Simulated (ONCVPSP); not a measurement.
# Ranking ONCV potentials for arsenic

All share these settings but for the change named:

```
Element                 : arsenic
Generator               : ONCVPSP 4.0.1
Type                    : optimised norm-conserving Vanderbilt (ONCV)
Functional              : LDA (Perdew-Wang 92)
Relativity              : scalar-relativistic
Frozen core             : [Ne]
Valence charge          : 23
Reference configuration : 3s2 3p6 3d10 4s2 4p3
Partial waves           : 3s+4s: rc 1.10 bohr, ncon 4, nbas 7, qcut 14.4 1/bohr, 2 projectors; 3p+4p: rc 0.90 bohr, ncon 4, nbas 8, qcut 17.9 1/bohr, 2 projectors; 3d: rc 0.95 bohr, ncon 5, nbas 10, qcut 19.8 1/bohr, 3 projectors, debl 3.5 Ha
Local potential         : polynomial inside 0.70 bohr (lpopt 5, dvloc0 2 Ha)
Core correction         : polynomial model core, fcfact 0.5
```

Cutoff: the first of the cutoffs (Ha) at which the residual kinetic energy of the hardest occupied pseudo-wave falls to 1 and 0.1 mHa per electron; the density cutoff is not measured.

The base gives 143 Ha.

Of 5 variants that were run, those that failed, showed a ghost or another fault, or gave nearly equal values are left out.

A variant can come out equal or close to the base.

**Question.** Rank these variants from softest to hardest (loose cutoff).
A. all radii but the core radius scaled by about 0.93 (s 1.02, p 0.84, d 0.88 bohr); local potential polynomial inside 0.64 bohr (lpopt 5, dvloc0 2 Ha)
B. all radii but the core radius scaled by about 1.22 (s 1.34, p 1.10, d 1.16 bohr); local potential polynomial inside 0.84 bohr (lpopt 5, dvloc0 2 Ha)
C. all radii but the core radius scaled by about 1.13 (s 1.24, p 1.02, d 1.06 bohr); local potential polynomial inside 0.78 bohr (lpopt 5, dvloc0 2 Ha)
D. all radii but the core radius scaled by about 0.78 (s 0.86, p 0.70, d 0.74 bohr); local potential polynomial inside 0.54 bohr (lpopt 5, dvloc0 2 Ha)

**Answer.** B (113 Ha), C (128 Ha), A (153 Ha), D (174 Ha).
